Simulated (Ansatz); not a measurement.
Reaction (formal exchange of groups at a B–B bond): `B[BH][GeH3]` + CH₄ → `C[BH][GeH3]` + BH₃

Isolated molecules relaxed with PBE0-D4/def2-TZVP in Ansatz; ΔE leaves out vibrations. CCSD(T)/CBS is the MP2 limit (def2-TZVPP, def2-QZVPP) plus CCSD(T) − MP2 in def2-TZVPP, frozen cores. This one scheme is used for every species. For Ge outer-core shells are correlated without core-valence functions, which leaves a few kJ/mol of doubt a bond. Scalar relativity is left out up to krypton.

| species | HF/def2-TZVPP energy (Eh) |
| --- | --- |
| `B[BH][GeH3]` | -2128.17982 |
| CH₄ | -40.21433 |
| `C[BH][GeH3]` | -2141.99200 |
| BH₃ | -26.40065 |

Problem. Work out ΔE.

Solution. ΔE = (-2141.99200) + (-26.40065) − (-2128.17982) − (-40.21433) = 0.00150 Eh = +3.9 kJ/mol. CCSD(T)/CBS gives +15.8 kJ/mol.

Largest T1 diagnostic among the species: 0.013.

From BLYP to BHLYP (50 % exact exchange), in def2-TZVPP and without D4, ΔE moves by −14.0 kJ/mol. At CCSD(T), def2-SVP lies −3.1 kJ/mol from the extrapolated value and def2-TZVPP −0.7 kJ/mol. Leaving LDA and LC-ωPBE aside and taking each functional with its dispersion term where it has one, the values, not all of them listed here, spread over 19.2 kJ/mol, from BHLYP-D4 to B97M-V.
